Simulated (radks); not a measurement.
Task: All-electron atom: Ga XXVI in [He] 2s2 2p2. Method: scalar-relativistic Kohn-Sham, PBE, spin-unpolarised, spherical densities, point nucleus; computed with a radial shooting solver on a logarithmic mesh with Libxc functionals. Some entries of the table are withheld. Estimate them.

| orbital | occ. | eigenvalue (hartree) | <1/r> (bohr^-1) | <r> (bohr) |
|---|---|---|---|---|
| 1s | 2 | -434.2224 | (1) | 0.04841 |
| 2s | 2 | -94.77808 | (2) | 0.2043 |
| 2p | 2 | -90.53111 | (3) | 0.1757 |

Result: 
(1) 1s <1/r> (bohr^-1): 31.39
(2) 2s <1/r> (bohr^-1): 7.339
(3) 2p <1/r> (bohr^-1): 7.186
